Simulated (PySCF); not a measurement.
CH₆OSeSi (SMILES CO[Se][SiH3]), singlet, at a GFN2-xTB geometry. Base run: PBE0/6-31G, polarisability (PySCF).

Here is a job for PySCF.
```python
from pyscf import gto, scf, dft
from pyscf.prop import polarizability

mol = gto.M(
    atom='''
Se    0.15499529   -0.06196398    0.76543791
O     1.22024411    0.63793843   -0.56835193
C     1.81056116   -0.26587093   -1.46323615
H     1.06433921   -0.83458477   -2.02812906
H     2.38837917    0.34806053   -2.15651221
H     2.48527972   -0.96394560   -0.95916241
Si   -1.80437019    0.00394628   -0.40595440
H    -1.68819347   -0.83801658   -1.59797507
H    -2.10135903    1.37795620   -0.79622403
H    -2.78242257   -0.54622411    0.52270748
''',
    basis='6-31g',
    verbose=4,
)

mf = dft.RKS(mol)
mf.xc = 'pbe0'
mf.kernel()
alpha = mf.Polarizability().polarizability()[2, 2]
print('alpha_zz =', alpha)
```

Variants of this job, named by their change:

```csv
change,alpha_zz (bohr³),basis functions,core-seconds (rough)
base,58.46,70,20
"functional = lda,vwn",___,70,10
finite field (a.u.) = 0.001; conv_tol = 1e-11,58.46,70,20
finite field (a.u.) = 2e-4; conv_tol = 1e-6,43.72,70,10
finite field (a.u.) = 0.001; conv_tol = 1e-6,58.41,70,10
basis = 6-31G*,59.55,90,30
basis = STO-3G,30.59,43,10
basis = def2-SVP,61.19,108,40
finite field (a.u.) = 0.005; conv_tol = 1e-11,58.47,70,20
finite field (a.u.) = 2e-4; conv_tol = 1e-11,58.46,70,20
functional = hf,56.62,70,3
finite field (a.u.) = 0.02; conv_tol = 1e-11,58.58,70,30
```

Q: Fill in the missing entries.

A: 
- functional = lda,vwn, alpha_zz (bohr³): 60.19

Finite-field rows take the second difference of the energy in a field along z; a small field with loose convergence shows SCF noise divided by the square of the field, and a large one adds hyperpolarisability.
